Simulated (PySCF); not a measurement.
Assigning NMR signals

Molfile (atoms numbered from 1):
```
C7H15FSi
     RDKit          3D

 24 23  0  0  0  0  0  0  0  0999 V2000
    0.0389    1.7399    0.4416 C   0  0  0  0  0  0  0  0  0  0  0  0
    0.0988    0.2789    0.1168 C   0  0  0  0  0  0  0  0  0  0  0  0
    1.2694   -0.3486   -0.0590 C   0  0  0  0  0  0  0  0  0  0  0  0
    2.9464    0.4920    0.1795 Si  0  0  0  0  0  4  0  0  0  0  0  0
    1.3132   -1.8177   -0.3936 C   0  0  0  0  0  0  0  0  0  0  0  0
    0.9108   -2.5970    0.6780 F   0  0  0  0  0  0  0  0  0  0  0  0
   -1.2419   -0.4143   -0.0138 C   0  0  0  0  0  0  0  0  0  0  0  0
   -1.8441   -0.1327   -1.3956 C   0  0  0  0  0  0  0  0  0  0  0  0
   -2.2203    0.0009    1.0864 C   0  0  0  0  0  0  0  0  0  0  0  0
   -0.1558    1.8802    1.5047 H   0  0  0  0  0  0  0  0  0  0  0  0
    0.9732    2.2383    0.2001 H   0  0  0  0  0  0  0  0  0  0  0  0
   -0.7645    2.2213   -0.1120 H   0  0  0  0  0  0  0  0  0  0  0  0
    3.9946   -0.5270    0.0913 H   0  0  0  0  0  0  0  0  0  0  0  0
    3.0263    1.1499    1.4859 H   0  0  0  0  0  0  0  0  0  0  0  0
    3.1648    1.4781   -0.8863 H   0  0  0  0  0  0  0  0  0  0  0  0
    0.6489   -2.0756   -1.2264 H   0  0  0  0  0  0  0  0  0  0  0  0
    2.3282   -2.1443   -0.6336 H   0  0  0  0  0  0  0  0  0  0  0  0
   -1.0989   -1.4921    0.0808 H   0  0  0  0  0  0  0  0  0  0  0  0
   -2.0606    0.9264   -1.5165 H   0  0  0  0  0  0  0  0  0  0  0  0
   -1.1582   -0.4328   -2.1854 H   0  0  0  0  0  0  0  0  0  0  0  0
   -2.7730   -0.6860   -1.5155 H   0  0  0  0  0  0  0  0  0  0  0  0
   -2.5084    1.0448    0.9944 H   0  0  0  0  0  0  0  0  0  0  0  0
   -1.7783   -0.1577    2.0674 H   0  0  0  0  0  0  0  0  0  0  0  0
   -3.1213   -0.6052    1.0182 H   0  0  0  0  0  0  0  0  0  0  0  0
  1  2  1  0
  2  3  2  0
  3  4  1  0
  3  5  1  0
  5  6  1  0
  2  7  1  0
  7  8  1  0
  7  9  1  0
  1 10  1  0
  1 11  1  0
  1 12  1  0
  4 13  1  0
  4 14  1  0
  4 15  1  0
  5 16  1  0
  5 17  1  0
  7 18  1  0
  8 19  1  0
  8 20  1  0
  8 21  1  0
  9 22  1  0
  9 23  1  0
  9 24  1  0
M  END
```

[PySCF: coordinates at the GFN2-xTB level; PBE0/pcSseg-1 with gauge-including orbitals; fast rotation and ring inversion assumed for equivalent nuclei; a single conformation; isolated molecule; non-relativistic Hamiltonian]

Chemical shifts δ = σref − σ; 13C (σref 186.93) and 1H (σref 31.72) vs TMS, all at this level.

(1) Assign these signals to the numbered atoms. 13C{1H} NMR (computed): δ 178.5 (C), 125.0 (C), 85.1 (CH2), 34.8 (CH), 22.3 (CH3), 22.2 (CH3).

(2) Assign these signals to the numbered atoms. 1H NMR (400 MHz, computed): δ 5.28 (m, 2H), 4.31 (s, 3H), 3.30 (sept, 1H), 1.89 (s, 3H), 1.05 (d, 6H).

## Answers

(1) 
178.5 → C2, fully substituted alkene carbon
125.0 → C3, fully substituted alkene carbon: as expected for a trigonal carbon in a double bond
85.1 → C5, allylic sp3 CH2 bonded to F: deshielded by the electronegative neighbour
34.8 → C7, allylic sp3 CH: aliphatic region, no heteroatom directly attached
22.3 → C1, allylic methyl carbon: saturated and bonded to C and H only
22.2 → C8/C9, methyl carbon: aliphatic region, no heteroatom directly attached

C1 and C8/C9 lie closer than the usual error of such a calculation, so a measured spectrum could show them in the other order.

(2) 
5.28 → H16/H17, hydrogen on an allylic sp3 CH2 bonded to F: its carbon carries F, which withdraws density
4.31 → H13/H14/H15, hydrogen on a silicon bonded to C
3.30 → H18, hydrogen on an allylic sp3 CH
1.89 → H10/H11/H12, hydrogen on an allylic methyl carbon: allylic position
1.05 → H19/H20/H21/H22/H23/H24, hydrogen on a methyl carbon

Splittings by 19F in the carbon and heteronuclear signals aren't shown, as no couplings were computed. Shifts are as computed. Against solution values, carbons near 30 ppm lie about +3 ppm off and those near 130 ppm about +5 ppm. Of 1309 compounds with measured shifts, 239 miss one by over three times the rms of a fit or turn the order of signals round; such compounds aren't used in these exercises. No couplings were computed; multiplicities are counted from neighbouring protons, with m where these are inequivalent, close in shift, in a saturated or five-membered ring or joined by F or P, and br s for small geminal =CH2 splittings.
